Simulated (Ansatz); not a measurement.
Cu8Te4, relaxed as a singlet with RKS PBE-D4/def2-SVP in Ansatz, starting from the GFN1-xTB geometry. Force threshold 0.03 eV/Å.

In the def2 sets Te takes a core potential; there is no spin–orbit coupling. The structure comes from a short search, and lower isomers may exist.

Start:

```xyz
12

Cu    2.433   -0.163   -0.308
Cu   -1.627    0.615    1.740
Cu   -0.662   -1.555    0.858
Cu    1.034   -2.015   -0.966
Cu    0.658    1.556   -0.861
Cu    0.899    0.496    1.593
Cu   -0.898   -0.504   -1.590
Cu   -1.837    1.568   -0.468
Te   -0.212    2.760    1.214
Te   -2.918   -0.787   -0.057
Te    1.771   -1.901    1.545
Te    1.359   -0.071   -2.699
```

```json
{"step": "1", "energy (eV)": "-386214.5776", "largest force component (eV/Å)": "0.367", "SCF passes": "38"}
{"step": "2", "energy (eV)": "-386214.6912", "largest force component (eV/Å)": "0.178", "SCF passes": "23"}
{"step": "3", "energy (eV)": "-386214.7127", "largest force component (eV/Å)": "0.054", "SCF passes": "24"}
{"step": "4", "energy (eV)": "-386214.7135", "largest force component (eV/Å)": "0.002", "SCF passes": "24"}
```

Force components are those of the run's own axes.

End:

Cartesian coordinates in Å:
```
Cu 2.391 -0.170 -0.305
Cu -1.600 0.608 1.705
Cu -0.634 -1.490 0.824
Cu 1.018 -1.975 -0.950
Cu 0.634 1.490 -0.824
Cu 0.862 0.477 1.526
Cu -0.862 -0.477 -1.526
Cu -1.809 1.537 -0.451
Te -0.205 2.798 1.226
Te -2.951 -0.811 -0.064
Te 1.787 -1.923 1.576
Te 1.369 -0.064 -2.737
```

By distances, no bond broke or formed. The bond that changes most is Cu6–Te9, from 2.55 to 2.57 Å (atoms count from 1).

No frequencies were taken in this run, so the end may be a saddle point.

It took 19 s on 2 threads of AMD EPYC 7R13 on a shared host and a share (18 GiB) of an NVIDIA H100 80GB HBM3, peak host memory 1.1 GiB.
